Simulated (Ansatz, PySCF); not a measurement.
C₃H₃N₂, SMILES [N]1C=NC=C1 (connectivity only; charge and spin as stated), charge -1, multiplicity 1. Atoms are numbered in the order given.

```xyz
8

C      0.0000     0.6986    -0.9012
C      0.0000    -0.6986    -0.9012
N      0.0000    -1.1435     0.3938
C      0.0000     0.0000     1.1082
N      0.0000     1.1435     0.3938
H      0.0000     1.3872    -1.7493
H      0.0000    -1.3872    -1.7493
H      0.0000     0.0000     2.2021
```
Charge -1, spin multiplicity 1.

Geometry optimised at B3LYP-D3(BJ)/def2-SVPD. The multiplicity is an assumed one; other spin states were not compared. The isomer is the one that the SMILES or the coordinates give; other isomers of the formula were not compared.

Two levels are set side by side: PBE-D3(BJ)/def2-SVPD (Ansatz, a quantum-chemistry and plane-wave program) and B3LYP-D3(BJ)/def2-SVPD (Ansatz). Each level has its own optimised geometry; the coordinates shown are those of the second. Frequencies come from the Hessian of PySCF at each geometry. Differences are taken from unrounded values.

```
quantity                            B3LYP-D3(BJ)  PBE-D3(BJ)  PBE-D3(BJ) minus B3LYP-D3(BJ)
----------------------------------  ------------  ----------  -----------------------------
mean bond length (Å)                       1.264       1.272                          0.008
bond C1–C2 (Å)                             1.397       1.405                          0.007
bond C1–N5 (Å)                             1.369       1.375                          0.006
bond C2–N3 (Å)                             1.369       1.375                          0.006
bond N3–C4 (Å)                             1.348       1.356                          0.008
bond C4–N5 (Å)                             1.348       1.356                          0.008
bond C1–H6 (Å)                             1.092       1.101                          0.009
bond C2–H7 (Å)                             1.092       1.101                          0.009
bond C4–H8 (Å)                             1.094       1.103                          0.009
highest harmonic wavenumber (cm⁻¹)          3165        3092                            -73
mean harmonic wavenumber (cm⁻¹)             1397        1357                            -40
zero-point energy (kcal/mol)               35.95       34.93                          -1.02
```

GGA bonds tend to be longer and softer than those of functionals with exact exchange. Differences between two approximate levels are no errors against the true value.
